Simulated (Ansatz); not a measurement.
# Molecular dynamics of H$_{18}$SO$_{8}$

Input:

```yaml
accuracy: low
crystal:
  lattice:
    - [6.69433, 0.0, 0.0]
    - [0.0, 6.69433, 0.0]
    - [0.0, 0.0, 6.69433]
  atoms:
    - { symbol: O, position: [0.27980865, 0.3543824, 0.7487229] }
    - { symbol: H, position: [0.37752019, 0.28756306, 0.66208317] }
    - { symbol: H, position: [0.20755473, 0.45047995, 0.66069382] }
    - { symbol: O, position: [0.60659444, 0.31379584, 0.01567023] }
    - { symbol: H, position: [0.50101049, 0.39646067, -0.04385519] }
    - { symbol: H, position: [0.62356322, 0.20245323, -0.08130369] }
    - { symbol: O, position: [0.50242982, 0.84380241, 0.18856885] }
    - { symbol: H, position: [0.45404882, 0.80625812, 0.32153692] }
    - { symbol: H, position: [0.39419634, 0.92812268, 0.13068853] }
    - { symbol: O, position: [0.89634131, 0.91754748, 0.30763588] }
    - { symbol: H, position: [0.75726094, 0.9020465, 0.25491695] }
    - { symbol: H, position: [0.97917515, 0.97712116, 0.20131479] }
    - { symbol: O, position: [0.17289938, 0.03397445, 1.00499685] }
    - { symbol: H, position: [0.19817695, 0.14236144, 0.9061911] }
    - { symbol: H, position: [0.09958906, -0.07985993, 0.93245251] }
    - { symbol: O, position: [0.96987554, 0.73452412, 0.86123213] }
    - { symbol: H, position: [0.99421662, 0.67019617, 0.72634479] }
    - { symbol: H, position: [0.96576023, 0.62543959, 0.96581389] }
    - { symbol: O, position: [-0.05245203, 0.43938021, 0.13608898] }
    - { symbol: H, position: [-0.19364529, 0.39330272, 0.09732431] }
    - { symbol: H, position: [0.03353932, 0.32521935, 0.1042671] }
    - { symbol: O, position: [1.05017236, 0.612, 0.49415369] }
    - { symbol: H, position: [1.00059855, 0.74139792, 0.42813168] }
    - { symbol: H, position: [1.00434014, 0.51631122, 0.38875098] }
    - { symbol: S, position: [0.59870171, -0.0353947, 0.68805493] }
    - { symbol: H, position: [0.7556908, -0.13911382, 0.78364648] }
    - { symbol: H, position: [0.46049486, -0.10204396, 0.82258632] }
basis:
  ecutwfc: 420.0
kpoints:
  mp_grid: { grid: [1, 1, 1] }
hamiltonian:
  xc: lda
scf:
  occupations: { method: fermi_dirac, width: 0.05 }
  lower_state_search: "off"
md:
  timestep: 0.5
  n_steps: 300
  ensemble: nvt_langevin
  temperature: 700.0
  initial_velocities: maxwell_boltzmann
  seed: 997962
  friction: 0.02
```

Command:

```bash
$ ansatz run input.yaml --threads 1 --pin off --max-ram 3072MiB --backend cpu --events-out ev --progress --plain --runs-dir out
```

It starts from a partly relaxed structure (largest force component 0.29 eV/Å).

Output, in part (step lines):

```
md step     0: t =     0.00 fs  T =   674.1 K  F+E_penalty+E_count = -5596.25537562 eV  E_kin = 2.352532 eV  (9 SCF iters)
md step     1: t =     0.50 fs  T =   645.8 K  F+E_penalty+E_count = -5596.18379781 eV  E_kin = 2.253984 eV  (8 SCF iters)
md step     2: t =     1.00 fs  T =   599.2 K  F+E_penalty+E_count = -5596.00571382 eV  E_kin = 2.091081 eV  (8 SCF iters)
md step     3: t =     1.50 fs  T =   510.3 K  F+E_penalty+E_count = -5595.78234273 eV  E_kin = 1.781116 eV  (8 SCF iters)
md step     4: t =     2.00 fs  T =   469.5 K  F+E_penalty+E_count = -5595.59778935 eV  E_kin = 1.638736 eV  (8 SCF iters)
md step     5: t =     2.50 fs  T =   443.8 K  F+E_penalty+E_count = -5595.50031352 eV  E_kin = 1.548786 eV  (6 SCF iters)
md step     6: t =     3.00 fs  T =   445.9 K  F+E_penalty+E_count = -5595.49010329 eV  E_kin = 1.556101 eV  (6 SCF iters)
md step     7: t =     3.50 fs  T =   474.6 K  F+E_penalty+E_count = -5595.53984224 eV  E_kin = 1.656431 eV  (7 SCF iters)
[... lines left out ...]
md step   300: t =   150.00 fs  T =   877.9 K  F+E_penalty+E_count = -5594.31681427 eV  E_kin = 3.063873 eV  (8 SCF iters)
```

The steps, from the saved trajectory:

```json
{"time (fs)": "0.0", "T (K)": "674", "potential energy less start (eV)": "0.000"}
{"time (fs)": "5.0", "T (K)": "579", "potential energy less start (eV)": "0.632"}
{"time (fs)": "10.0", "T (K)": "526", "potential energy less start (eV)": "0.895"}
{"time (fs)": "15.0", "T (K)": "392", "potential energy less start (eV)": "1.210"}
{"time (fs)": "20.0", "T (K)": "456", "potential energy less start (eV)": "1.200"}
{"time (fs)": "25.0", "T (K)": "491", "potential energy less start (eV)": "1.195"}
{"time (fs)": "30.0", "T (K)": "515", "potential energy less start (eV)": "1.266"}
{"time (fs)": "35.0", "T (K)": "525", "potential energy less start (eV)": "1.316"}
{"time (fs)": "40.0", "T (K)": "432", "potential energy less start (eV)": "1.363"}
{"time (fs)": "45.0", "T (K)": "658", "potential energy less start (eV)": "1.144"}
{"time (fs)": "50.0", "T (K)": "588", "potential energy less start (eV)": "1.915"}
{"time (fs)": "55.0", "T (K)": "717", "potential energy less start (eV)": "1.893"}
{"time (fs)": "60.0", "T (K)": "742", "potential energy less start (eV)": "2.137"}
{"time (fs)": "65.0", "T (K)": "794", "potential energy less start (eV)": "2.044"}
{"time (fs)": "70.0", "T (K)": "674", "potential energy less start (eV)": "2.332"}
{"time (fs)": "75.0", "T (K)": "661", "potential energy less start (eV)": "2.198"}
{"time (fs)": "80.0", "T (K)": "697", "potential energy less start (eV)": "2.183"}
{"time (fs)": "85.0", "T (K)": "741", "potential energy less start (eV)": "1.976"}
{"time (fs)": "90.0", "T (K)": "710", "potential energy less start (eV)": "1.775"}
{"time (fs)": "95.0", "T (K)": "785", "potential energy less start (eV)": "1.560"}
{"time (fs)": "100.0", "T (K)": "603", "potential energy less start (eV)": "1.880"}
{"time (fs)": "105.0", "T (K)": "764", "potential energy less start (eV)": "1.695"}
{"time (fs)": "110.0", "T (K)": "774", "potential energy less start (eV)": "1.874"}
{"time (fs)": "115.0", "T (K)": "719", "potential energy less start (eV)": "1.696"}
{"time (fs)": "120.0", "T (K)": "686", "potential energy less start (eV)": "2.136"}
{"time (fs)": "125.0", "T (K)": "814", "potential energy less start (eV)": "1.647"}
{"time (fs)": "130.0", "T (K)": "899", "potential energy less start (eV)": "1.408"}
{"time (fs)": "135.0", "T (K)": "858", "potential energy less start (eV)": "1.578"}
{"time (fs)": "140.0", "T (K)": "721", "potential energy less start (eV)": "1.919"}
{"time (fs)": "145.0", "T (K)": "689", "potential energy less start (eV)": "2.263"}
{"time (fs)": "150.0", "T (K)": "878", "potential energy less start (eV)": "1.939"}
```

All steps were run. A run of 0.15 ps of so small a system gives no equilibrium averages. Limits of this set-up: coarse k mesh, low accuracy level.

Mean squared displacements from the first frame to the last, about the centre of mass: O 0.75 Å², H 1.04 Å², S 0.11 Å².

Last frame:

```xyz
27
Lattice="6.6943 0.0000 0.0000 0.0000 6.6943 0.0000 0.0000 0.0000 6.6943" Properties=species:S:1:pos:R:3
O 2.233 2.440 4.253
H 2.334 2.537 5.182
H 1.770 3.224 3.941
O 4.591 1.611 -0.269
H 3.654 1.524 0.219
H 4.813 0.977 -0.999
O 2.500 7.670 1.011
H 2.130 8.207 1.692
H 1.794 7.614 0.346
O 6.059 6.015 1.486
H 5.210 5.953 1.826
H 6.122 6.413 0.607
O 0.948 0.525 5.836
H 1.480 0.749 5.071
H 0.623 -0.471 5.832
O 6.674 4.787 5.544
H 7.058 4.355 4.705
H 6.529 4.086 6.224
O -0.117 2.815 0.542
H -1.141 2.363 0.281
H 0.341 1.910 0.452
O 7.463 4.286 2.824
H 7.074 5.205 2.574
H 6.995 3.691 2.186
S 4.100 -0.353 4.389
H 4.662 -1.612 4.743
H 2.911 -0.620 4.688
```

Time of the run: 4.9 min on 1 thread of Arm Neoverse V1, on a shared host, peak memory 0.33 GiB.
